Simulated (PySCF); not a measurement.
A calculated (r2SCAN, PySCF 2.14, cc-pVDZ-DK, the spin-free X2C one-electron Hamiltonian (Gaussian nucleus)) atom or ion has these occupied shells.

| shell | electrons | orbital energy (eV) | rms radius, mean of both spins (bohr) |
| --- | --- | --- | --- |
| 1s α | 1 | -2095.7 | 0.120 |
| 1s β | 1 | -2095.3 | 0.120 |
| 2s α | 1 | -177.95 | 0.564 |
| 2s β | 1 | -177.67 | 0.564 |
| 2p α | 3 | -126.60 | 0.543 |
| 2p β | 3 | -126.11 | 0.543 |
| 3s α | 1 | -15.614 | 2.06 |
| 3s β | 1 | -11.973 | 2.06 |
| 3p α | 3 | -6.596 | 2.49 |

Name the element and its charge.

P (phosphorus, neutral), in [Ne] 3s2 3p3, high-spin 4S determinant.
